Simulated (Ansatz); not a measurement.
Consider the redistribution: `C[Se][SiH2]S` + `NCBF` → `NC[SiH2]S` + `C[Se]BF`.

Program: Ansatz. Geometries: PBE0-D4/def2-TZVP. ΔE: electronic, gas phase. CCSD(T)/CBS is the MP2 limit (def2-TZVPP, def2-QZVPP) plus CCSD(T) − MP2 in def2-TZVPP, frozen cores. DFT in def2-TZVPP. B3LYP here is the variant with VWN-RPA as its local correlation; programs differ in this. For Se outer-core shells are correlated without core-valence functions, which leaves a few kJ/mol of doubt a bond. Scalar relativity is left out up to krypton. One conformer a species, not always the lowest.

`C[Se][SiH2]S`:

```xyz
10

C    -1.546   -0.077    0.901
Se   -0.616   -1.442   -0.147
Si    0.862   -0.057   -1.153
S     2.045    1.068    0.227
H    -0.823    0.503    1.472
H    -2.212   -0.609    1.579
H    -2.126    0.569    0.245
H     0.193    0.999   -1.953
H     1.683   -0.937   -2.020
H     2.540   -0.016    0.848
```

`NCBF`:

Z-matrix (Å, degrees):
```
C
B 1 1.555
N 1 1.448 2 115.4
H 1 1.099 2 107.4 3 -123.5
H 1 1.111 2 104.1 3 127.0
F 2 1.326 1 120.2 3 -11.5
H 2 1.200 1 122.7 3 171.2
H 3 1.010 1 112.1 2 162.4
H 3 1.011 1 111.5 2 41.0
```

`NC[SiH2]S`:

```xyz
11

N    -0.561    1.635    0.574
C    -0.727    0.354   -0.103
Si    0.972   -0.416   -0.338
S     0.860   -2.401   -1.138
H    -1.432    2.148    0.620
H    -0.238    1.505    1.524
H    -1.136    0.528   -1.103
H    -1.408   -0.357    0.390
H     1.675   -0.420    0.975
H     1.774    0.340   -1.329
H     0.220   -2.915   -0.073
```

`C[Se]BF`:

Z-matrix (Å, degrees):
```
C
Se 1 1.951
H 1 1.088 2 109.1
H 1 1.088 2 108.7 3 120.1
H 1 1.088 2 108.8 3 -120.1
B 2 1.922 1 98.6 3 0.7
F 6 1.322 2 119.1 1 179.9
H 6 1.198 2 121.2 1 -0.1
```

```tsv
level	ΔE (kJ/mol)	difference from CCSD(T)/CBS
PBE-D4	7.8	-1.5
r2SCAN-D4	8.4	-0.9
PBE0-D4	11.4	2.1
B3LYP-D4	11.0	1.7
ωB97X-V	10.3	1.0
ωB97M-V	10.6	1.3
B2PLYP	7.2	-2.1
PBE	5.7	-3.6
r2SCAN	7.9	-1.4
PBE0	9.5	0.2
B3LYP	7.5	-1.8
HF/def2-TZVPP	15.3	6.0
MP2/def2-TZVPP	6.4	-2.9
SCS-MP2/def2-TZVPP	6.2	-3.1
CCSD/def2-TZVPP	6.3	-3.0
CCSD(T)/def2-TZVPP	4.6	-4.7
HF/def2-QZVPP	15.3	6.0
MP2/def2-QZVPP	9.1	-0.2
SCS-MP2/def2-QZVPP	8.6	-0.7
HF/CBS(def2)	15.3	6.0
MP2/CBS(def2)	11.0	1.7
CCSD/CBS(def2)	10.9	1.6
CCSD(T)/CBS	9.3	0
```

Largest T1 diagnostic among the species: 0.012.

From PBE to PBE0 (25 % exact exchange), in def2-TZVPP and without D4, ΔE moves by +3.7 kJ/mol. In def2-TZVPP, CCSD(T) changes the Hartree–Fock value by −10.7 kJ/mol (the triples alone add −1.7 kJ/mol) and MP2 by −8.9 kJ/mol. The D4 term adds +3.5 kJ/mol with B3LYP and +2.0 kJ/mol with PBE0; it sums over pairs of atoms, weighted by their polarisabilities, and B3LYP, whose exchange is more repulsive, gets the larger term.
